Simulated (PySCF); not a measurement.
# Electron correlation in P⁺ (phosphorus, charge +1)

[Ne] 3s2 3p2, high-spin 3P determinant. All numbers are calculated (PySCF 2.14, the spin-free X2C one-electron Hamiltonian (Gaussian nucleus), in cc-pVTZ-DK (5s4p2d1f, 34 functions)). Frozen: [Ne]; 4 electrons correlated.

MP2 pair energies summed by pair of shells (mhartree):

```json
{"pair": "3s-3p", "energy": "-38.80", "share (%)": "62.2"}
{"pair": "3s-3s", "energy": "-17.10", "share (%)": "27.4"}
{"pair": "3p-3p", "energy": "-6.50", "share (%)": "10.4"}
```

Total MP2 correlation energy: -62.40 mhartree.

Same-spin part -10.55 and opposite-spin part -51.84 mhartree; SCS-MP2 scales them by 1/3 and 6/5 to -65.73 mhartree.

| level | correlation energy (mhartree) |
| --- | --- |
| CCSD | -82.34 |
| (T) | -2.27 |
| CCSD(T) | -84.61 |

Diagnostics: T1 = 0.0096, D1 = 0.0243, largest double amplitude 0.102.

Task: Is a single reference adequate?

Result: Mostly. T1 lies below 0.03, but a double amplitude of this size points to a near-degeneracy that CCSD handles and MP2 describes poorly.
